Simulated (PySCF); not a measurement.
Species: C6H8N2.
Z-matrix (Å and degrees, PBE0-D3(BJ)/def2-TZVP geometry), rows numbered from 1:
```
C 
N   1  1.4365
C   2  1.3731  1  121.47
C   3  1.3944  2  123.13  1    14.35
C   4  1.3855  3  118.78  2   177.93
C   5  1.3834  4  119.56  3     0.43
N   6  1.3323  5  122.31  4     0.10
C   7  1.3176  6  118.24  5    -0.36
H   1  1.0990  2  113.06  3    54.75
H   1  1.0895  2  108.98  3   175.41
H   1  1.0938  2  110.80  3   -66.63
H   2  1.0052  1  116.00  3  -147.97
H   4  1.0828  3  120.86  2    -2.00
H   5  1.0837  4  120.23  3  -179.85
H   6  1.0852  5  121.07  4   179.87
H   8  1.0897  3  119.07  2     1.68
```

Level: wB97X-D/pcSseg-2 in PySCF, non-relativistic, on one gas-phase PBE0-D3(BJ)/def2-TZVP geometry that isn't relaxed in the solvent. The solvent is an IEF-PCM continuum (Bondi radii, 1.10 Å for H, scaled by 1.2). The model holds no explicit solvent molecules, cavitation or dispersion.

Gas phase at wB97X-D/pcSseg-2: HOMO -7.73 eV, LUMO 1.21 eV, dipole 3.55 D.

Question: What does the continuum do to the energy, the frontier levels and the dipole at wB97X-D/pcSseg-2 in chloroform?

Answer: 
```tsv
solvent	ε	E(solvent) − E(gas) (kJ/mol)	polarisation term (kJ/mol)	distortion of the solute (kJ/mol)	HOMO (eV)	LUMO (eV)	dipole (D)
chloroform	4.711	-22.10	-25.49	3.39	-7.69	1.13	4.49
```

The first energy column is the sum of the next two and covers electrostatics alone.

Question: Which radius a makes the point-dipole formula ΔE = −[(ε − 1)/(2ε + 1)]·μ²/a³ give the value in chloroform, with the gas-phase dipole?

Answer: μ = 1.398 au and |ΔE| = 0.00842 Eh give a = 2.31 Å; the farthest nucleus lies 3.69 Å from the centroid of the nuclei, so such a sphere wouldn't even hold the nuclei. The formula assumes a rigid point dipole at the centre of a sphere.

wB97X-D is run here without its empirical dispersion term; that term would change no orbital, density or response property at a fixed geometry.
